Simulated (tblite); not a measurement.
C₃H₁₀NSi₂ (doublet state).
Numbering: `[CH3:1][Si:2]1[CH2:3][CH2:4][SiH2:5][NH:6]1` (hydrogens: H7, H8, H9 on C1; H10, H11 on C3; H12, H13 on C4; H14, H15 on Si5; H16 on N6)

Computed geometry: GFN2-xTB, gas phase. This method treats the open shell by occupation alone, without spin polarisation.

Q: What internal coordinates does the optimisation give?

A: 
| bond | length (bohr) |
| --- | --- |
| C1–Si2 | 3.609 |
| Si2–C3 | 3.618 |
| C3–C4 | 2.889 |
| C4–Si5 | 3.591 |
| Si5–N6 | 3.265 |
| Si2–N6 | 3.305 |
| C1–H7, C1–H8, C1–H9 | 2.052 |
| C3–H10, C3–H11 | 2.063 |
| C4–H12, C4–H13 | 2.062 |
| Si5–H14, Si5–H15 | 2.773 |
| N6–H16 | 1.899 |

Bonds in one row agree within 0.02 bohr and their mean is given. A selection of angles:
| angle | degrees |
| --- | --- |
| Si2–C1–H7 | 110.7 |
| H7–C1–H8 | 107.7 |
| C1–Si2–C3 | 114.7 |
| C1–Si2–N6 | 109.6 |
| C3–Si2–N6 | 96.4 |
| Si2–C3–C4 | 108.1 |
| Si2–C3–H10 | 113.8 |
| Si2–C3–H11 | 107.9 |
| C4–C3–H10 | 110.9 |
| C4–C3–H11 | 109.3 |
| H10–C3–H11 | 106.7 |
| C3–C4–Si5 | 109.3 |
| C3–C4–H12 | 110.5 |
| C3–C4–H13 | 109.0 |
| Si5–C4–H12 | 112.5 |
| Si5–C4–H13 | 109.0 |
| H12–C4–H13 | 106.4 |
| C4–Si5–N6 | 96.8 |
| C4–Si5–H14 | 112.8 |
| N6–Si5–H14 | 111.0 |
| H14–Si5–H15 | 110.5 |
| Si5–N6–H16 | 121.0 |
| Si2–N6–Si5 | 117.7 |
| Si2–N6–H16 | 121.3 |

Dihedral angles: C1–Si2–C3–C4 144° (anticlinal); Si2–C3–C4–Si5 -36° (synclinal); C3–C4–Si5–N6 28° (synperiplanar); C4–Si5–N6–Si2 -8° (synperiplanar); C1–Si2–N6–Si5 -129° (anticlinal). The mirror-image conformer, all signs reversed, is as good.

The 5-membered ring Si2–C3–C4–Si5–N6 has internal angles of 96.4° to 117.7° (sum 528°, against 540° for a flat polygon); it is puckered, 0.17 Å rms from its mean plane, widest ring torsion 36°. N6 (nitrogen bonded to 2 Si and H) is planar (angles 121.3°, 121.0° and 117.7°, sum 360.0°, 0.01 Å off the plane of its three neighbours). Si2 (silicon bonded to 2 C and N) is pyramidal (angles 114.7°, 109.6° and 96.4°, sum 320.6°, 0.69 Å off the plane of its three neighbours). Si5 (silicon bonded to C, N and 2 H) has angles from 96.8° to 113.5°. The 2 N–Si bonds span 1.728 Å (Si5–N6, drawn single) to 1.749 Å (Si2–N6, drawn single), a spread of 0.021 Å.

Point group: C1 (no symmetry element, even within 0.4 Å). Its GFN2-xTB frequencies are all real (lowest 78 cm⁻¹). 2 starts were optimised and ended at 0.00 and 0.51 kcal/mol (GFN2-xTB); the lowest of these is shown.

Hardware: Intel Xeon at 2.50 GHz, one thread (shared host). Cost: 1.4 s. These figures are those of the optimisation.
